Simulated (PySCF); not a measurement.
Compound: Sn(NMe2)2, C₄H₁₂N₂Sn.
Cartesian coordinates in Å at the PBE0-D3(BJ)/def2-SVP level; atoms count from 1:
```xyz
19
C4H12N2Sn angstrom
Sn     0.0197   -0.1213   -1.7291
N      1.5645    0.0121   -0.3625
C      1.5657   -0.4155    1.0079
C      2.8511    0.4627   -0.8173
H      2.3736   -1.1533    1.1933
H      0.6153   -0.8995    1.2726
H      1.7316    0.4176    1.7235
H      2.8325    0.6886   -1.8976
H      3.1855    1.3870   -0.3018
H      3.6426   -0.2973   -0.6513
N     -1.5639   -0.0583   -0.4022
C     -2.8381   -0.5724   -0.8230
C     -1.5954    0.5423    0.9013
H     -3.1839   -1.4203   -0.1955
H     -2.7930   -0.9417   -1.8622
H     -3.6346    0.1992   -0.7798
H     -0.6535    1.0651    1.1189
H     -2.4116    1.2905    0.9737
H     -1.7706   -0.1924    1.7157
```

Computed, not measured: PySCF, PBE0-D3(BJ)/def2-SVP geometry optimisation, gas phase, def2 core potentials past Kr.

**Question.** Which atoms are bound to Sn1, and at what distances?

**Answer.** 2 atoms: N2 2.067 Å, N11 2.067 Å. The nearest atom not counted as bound is H8, at 2.93 Å (others tie with it).

**Question.** What is the shape at Sn1?

**Answer.** Bent: angle 98.4°.

**Question.** What are the other bond lengths?

**Answer.** N2–C3 and 3 like bonds 1.436 Å; C3–H5 and 7 like bonds 1.110 Å; C3–H6 and 3 like bonds 1.101 Å.

**Question.** Give some angles away from the centre.

**Answer.** Sn1–N2–C3 127.8°, Sn1–N2–C4 118.7°, C3–N2–C4 113.2°.

**Question.** What are the rotational constants (commonest isotopes, rigid rotor)?

**Answer.** A = 2245, B = 1184, C = 828.6 MHz: an asymmetric top.

Point group: C2 (tolerance 0.08 Å). Charge 0, singlet. No frequency check.

Hardware: one thread of an AMD EPYC 7B13, on a shared host. Cost: 2.6 min, 0.69 GiB resident at most. This is the geometry optimisation.

One conformer stands for the species.
